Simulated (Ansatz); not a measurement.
C24H18⁺, that is 1,3,5-triphenylbenzene with one electron fewer. The state is a doublet with charge 1. Geometry PBE-D4/def2-SVP, that of the neutral singlet; atoms count from 1.

```xyz
42

C    -3.454   -3.862   -2.471
C    -3.790   -3.309   -1.225
C    -2.947   -2.368   -0.619
C    -1.748   -1.959   -1.244
C    -0.854   -0.963   -0.600
C     0.547   -1.069   -0.717
C     1.409   -0.123   -0.128
C     2.883   -0.262   -0.246
C     3.497   -1.534   -0.226
C     4.888   -1.665   -0.337
C     5.697   -0.526   -0.473
C     5.101    0.745   -0.495
C     3.710    0.875   -0.382
C     0.842    0.949    0.590
C    -0.555    1.085    0.728
C    -1.135    2.221    1.490
C    -2.296    2.050    2.276
C    -2.844    3.120    2.995
C    -2.243    4.388    2.943
C    -1.089    4.574    2.166
C    -0.541    3.502    1.448
C    -1.388    0.120    0.127
C    -1.422   -2.525   -2.497
C    -2.266   -3.465   -3.104
H    -4.116   -4.601   -2.947
H    -4.715   -3.621   -0.715
H    -3.207   -1.960    0.369
H     0.976   -1.910   -1.281
H     2.874   -2.432   -0.093
H     5.345   -2.666   -0.309
H     6.789   -0.628   -0.561
H     5.725    1.645   -0.610
H     3.251    1.875   -0.427
H     1.504    1.665    1.099
H    -2.760    1.054    2.345
H    -3.744    2.961    3.609
H    -2.673    5.229    3.508
H    -0.615    5.566    2.111
H     0.348    3.665    0.820
H    -2.480    0.244    0.182
H    -0.506   -2.201   -3.015
H    -1.997   -3.885   -4.086
```

Single mean-field runs in def2-TZVP are fitted with def2-universal-jkfit.

Problem. Estimate the Mulliken populations of the heavy atoms from the PBE0/def2-TZVP orbitals of Ansatz.

Solution. 
```tsv
atom	charge (e)	spin (α − β)
C1	-0.08	0.07
C2	-0.12	-0.01
C3	-0.21	0.01
C4	0.14	0.05
C5	0.23	-0.06
C6	-0.22	0.40
C7	0.23	-0.06
C8	0.14	0.05
C9	-0.21	0.02
C10	-0.13	-0.01
C11	-0.08	0.07
C12	-0.12	-0.01
C13	-0.21	0.01
C14	-0.29	0.06
C15	0.25	0.09
C16	0.15	0.07
C17	-0.20	0.06
C18	-0.12	-0.04
C19	-0.07	0.15
C20	-0.12	-0.04
C21	-0.20	0.06
C22	-0.29	0.06
C23	-0.21	0.02
C24	-0.13	-0.01
```
Mulliken values depend strongly on the basis.

Problem. Where does the spin sit?

Solution. Summed by element: C 1.05, H -0.05, of 1 unpaired in all. Largest on single atoms: C6 0.40, C19 0.15, C15 0.09.

Problem. And the Mayer bond orders between heavy atoms (over 0.3)?

Solution. C1–C2 1.39 (1.40 Å); C1–C24 1.40 (1.40 Å); C2–C3 1.49 (1.40 Å); C3–C4 1.34 (1.41 Å); C4–C5 0.89 (1.49 Å); C4–C23 1.33 (1.41 Å); C5–C6 1.29 (1.41 Å); C5–C22 1.45 (1.41 Å); C6–C7 1.29 (1.41 Å); C7–C8 0.89 (1.49 Å); C7–C14 1.45 (1.41 Å); C8–C9 1.33 (1.41 Å); C8–C13 1.34 (1.41 Å); C9–C10 1.49 (1.40 Å); C10–C11 1.40 (1.40 Å); C11–C12 1.39 (1.40 Å); C12–C13 1.49 (1.40 Å); C14–C15 1.31 (1.41 Å); C15–C16 0.92 (1.48 Å); C15–C22 1.31 (1.41 Å); C16–C17 1.31 (1.41 Å); C16–C21 1.31 (1.41 Å); C17–C18 1.50 (1.40 Å); C18–C19 1.38 (1.40 Å); C19–C20 1.38 (1.40 Å); C20–C21 1.50 (1.40 Å); C23–C24 1.49 (1.40 Å).
